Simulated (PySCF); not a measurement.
CH₃Si, SMILES [CH]=[SiH2], multiplicity 2. Atoms are numbered in the order given.

```xyz
5

C      0.0000     0.0000    -1.1790
Si     0.0000     0.0000     0.4828
H      0.0000     0.0000    -2.2517
H      0.0000    -1.2403     1.2833
H      0.0000     1.2403     1.2833
```
Charge 0, spin multiplicity 2.

The structure is a stationary point at ωB97X-D3(BJ)/def2-TZVP. The isomer is the one that the SMILES or the coordinates give; other isomers of the formula were not compared.

The numbers are results of PySCF with PBE0/def2-TZVPD, not measurements.

Mulliken values depend strongly on the basis, most of all with diffuse functions as here. ESP charges are fitted to the potential on shells at 1.4 to 2.0 van der Waals radii. Atomic charges (e):

```tsv
atom	meta-Löwdin	Mulliken	ESP fit	Mulliken spin
C1	-0.46	-0.28	-0.52	1.07
Si2	0.43	-0.07	0.21	-0.10
H3	0.16	0.32	0.27	-0.03
H4	-0.07	0.02	0.02	0.03
H5	-0.07	0.02	0.02	0.03
```
